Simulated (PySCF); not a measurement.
## Radial density of La¹⁹⁺ (lanthanum, charge +19)

r2SCANh, [Kr] 4d2, high-spin 3F determinant. Calculation: PySCF 2.14, in an even-tempered Gaussian basis (20 s from 1.1 bohr⁻², ratio 2.5; 14 p from 1.4 bohr⁻², ratio 2.5; 9 d from 1.4 bohr⁻², ratio 2.5; 4 f from 5.6 bohr⁻², ratio 2.7; 4 g from 8.4 bohr⁻², ratio 2.7); scalar relativity by spin-free X2C-1e.

```
r (bohr)  4πr²ρ (e/bohr)  4πr²(ρα − ρβ)
  0.0218           72.66         0.0000
  0.0367           65.90         0.0144
  0.0618           91.30         0.1525
   0.104           84.31         0.7885
   0.175           74.02         1.3817
   0.294           63.59         0.0026
   0.494           23.77         2.8608
   0.832           11.56         2.4800
    1.40          0.1770         0.0636
    2.35       5.518e-05         0.0000
```

Densities and radii are taken from the X2C orbitals without a picture-change correction, which distorts them close to the nucleus.

Spin-orbit coupling, absent here, splits the open shell strongly.
